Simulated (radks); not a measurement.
Results of a calculation; reference values are marked as such.
Q: Ionisation of the terbium ion Tb+, [Xe] 4f9 6s1, to [Xe] 4f9 as the strength of local exchange is varied. Level of theory: Dirac Kohn-Sham, Slater X-alpha exchange (alpha = 2/3 is LDA exchange), no correlation, spin-unpolarised, spherical densities, finite nucleus; open shells are shared between the two j in proportion to 2j + 1; Fermi nuclear charge, rms radius 5.06 fm (a radial shooting solver on a logarithmic mesh with Libxc functionals).

alpha  E(Tb+) (hartree)  exchange (hartree)  IE (eV)  -e of the level emptied (eV)  <r> of it (bohr)
0.571       -11668.7347           -207.2094   10.407                 7.661 (6s1/2)             3.875
0.632       -11690.8939           -229.8201   10.690                 7.947 (6s1/2)             3.826
0.667       -11703.6287           -242.8336   10.857                 8.117 (6s1/2)             3.797
0.738       -11729.5084           -269.3221   11.203                 8.471 (6s1/2)             3.739
0.992       -11822.5928           -365.0622   12.519                 9.831 (6s1/2)             3.541
x           -11814.8673           -357.0890   12.406                 9.714 (6s1/2)             3.557

Which alpha was used in the last row?

A: alpha = 0.971. NIST Atomic Spectra Database: 11.51 eV (semi-empirical). The Delta-SCF value meets it near alpha = 0.80. Spin polarisation and multiplet splitting are left out, so open shells lie too high by an amount that depends on their filling. Sharing an open shell by 2j + 1 raises it above the true ground level by a part of the spin-orbit splitting, which enters the differences from NIST.

Beside tabulated values, note that spin-unpolarised runs miss the spin-polarisation part of the exchange energy of open shells.
